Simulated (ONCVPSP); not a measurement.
**zinc: excitation energies, all-electron against ONCV**

Zn (Z = 30), optimised norm-conserving Vanderbilt (ONCV), made with ONCVPSP 4.0.1 (PBE, scalar-relativistic). Core [Ne], reference 3s2 3p6 3d10 4s2. Waves: 3s+4s: rc 0.90 bohr, ncon 5, nbas 9, qcut 10.6 1/bohr, 2 projectors; 3p: rc 0.65 bohr, ncon 4, nbas 7, qcut 14.5 1/bohr, 2 projectors, debl 3 Ha; 3d: rc 1.10 bohr, ncon 4, nbas 8, qcut 14.3 1/bohr, 2 projectors, debl 1 Ha. Local part: polynomial inside 0.45 bohr (lpopt 5, dvloc0 0 Ha). Core correction: none.

In the p channel the program set the typed energies aside and used -3.065, 0.250 Ha.

Energies are relative to the spin-unpolarised reference configuration 3s2 3p6 3d10 4s2; without spin polarisation the order of configurations can differ from experiment.

| valence configuration | charge | ΔE all-electron (eV) | error AE − PS (meV) |
| --- | --- | --- | --- |
| 3s2 3p6 3d10 4s0 | +2 | 28.331 | +2.7 |
| 3s2 3p6 3d9 4s0 | +3 | 68.865 | -3.9 |
| 3s2 3p6 3d10 4s0 4p1 | +1 | 16.213 | +1.2 |

(1) What are ΔE and the potential's error for 3s2 3p6 3d10 4s1?

Levels in the configuration 3s2 3p6 3d10 4s0 4p1:

```csv
level,all-electron (eV),pseudo (eV)
3s,-140.747,-140.737
3p,-94.933,-94.925
3d,-21.548,-21.556
4p,-8.684,-8.682
```

## Answers

(1) ΔE = 9.889 eV all-electron; the error (AE − PS) is +0.2 meV.
